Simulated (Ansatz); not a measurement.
One change: `[OH][Mo]([F])(=[S])=[S]` becomes `[OH][Mo]([OH])(=[S])=[S]`.

Ansatz, PBE0-D4/def2-TZVP geometries, multiplicity 1. Each molecule was computed in one conformer, which needn't be the lowest.

Elements past krypton have def2 core potentials.

```json
{"property": "HOMO energy (PBE/def2-TZVPP) / eV", "`[OH][Mo]([F])(=[S])=[S]`": "-6.46"}
{"property": "size of the dipole moment (B3LYP/def2-TZVPP) / D", "`[OH][Mo]([F])(=[S])=[S]`": "2.29"}
{"property": "ideal-gas entropy at 298 K and 1 bar (rigid rotor, harmonic PBE0-D4/def2-TZVP) / J/(mol·K)", "`[OH][Mo]([F])(=[S])=[S]`": "349"}
{"property": "HOMO energy (ωB97M-V/def2-TZVPP) / eV", "`[OH][Mo]([F])(=[S])=[S]`": "-9.54"}
{"property": "LUMO energy (B3LYP/def2-TZVPP) / eV", "`[OH][Mo]([F])(=[S])=[S]`": "-3.53"}
{"property": "LUMO energy (ωB97M-V/def2-TZVPP) / eV", "`[OH][Mo]([F])(=[S])=[S]`": "-1.38"}
```

Q: What does the change do to each property? (Best estimate.)

A: Computed: 
```
                                                                                  property  `[OH][Mo]([OH])(=[S])=[S]`  shift
                                                         HOMO energy (PBE/def2-TZVPP) / eV                       -6.20   0.26
                                          size of the dipole moment (B3LYP/def2-TZVPP) / D                        1.85  -0.44
ideal-gas entropy at 298 K and 1 bar (rigid rotor, harmonic PBE0-D4/def2-TZVP) / J/(mol·K)                         351      2
                                                     HOMO energy (ωB97M-V/def2-TZVPP) / eV                       -9.28   0.26
                                                       LUMO energy (B3LYP/def2-TZVPP) / eV                       -3.28   0.25
                                                     LUMO energy (ωB97M-V/def2-TZVPP) / eV                       -1.15   0.23
```

The zero-point energy changes by 28.9 kJ/mol with +3 modes. Dipoles are sizes alone; their direction can turn.

B3LYP here is the variant with VWN-RPA as its local correlation; programs differ in this.
